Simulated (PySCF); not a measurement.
Stepwise substitution at one centre (B H-OH). All species are isolated molecules in the gas phase. One relaxed conformer stands for each flexible species; it need not be the lowest. Strings in code marks are SMILES.

The S1–T1 gap (TDA) from two functionals at the same geometries (PBE0-D4/def2-TZVP), both in PySCF: PBE-D3(BJ)/def2-TZVP and B3LYP-D3(BJ)/def2-TZVP. B3LYP has the VWN-RPA correlation part, as in Gaussian. Excitations are Tamm–Dancoff values on a coarser integration grid. The basis has no diffuse functions, so Rydberg states are missing or too high.

```tsv
species	PBE-D3(BJ)/def2-TZVP (eV)
1 of 3 H replaced by OH (`BO`)	0.65
2 of 3 H replaced by OH	0.64
3 of 3 H replaced by OH (`OB(O)O`)	0.14
```

Problem. What does B3LYP-D3(BJ)/def2-TZVP give for each?

Solution. 
- 1 of 3 H replaced by OH (`BO`): 0.62
- 2 of 3 H replaced by OH: 0.73
- 3 of 3 H replaced by OH (`OB(O)O`): 0.25
Over these rows, drawn at random from the members with no instability flagged (it was tested for open shells, ions and some series alone), PBE minus B3LYP-D3(BJ): mean -0.05 eV, from -0.10 eV to +0.04 eV.
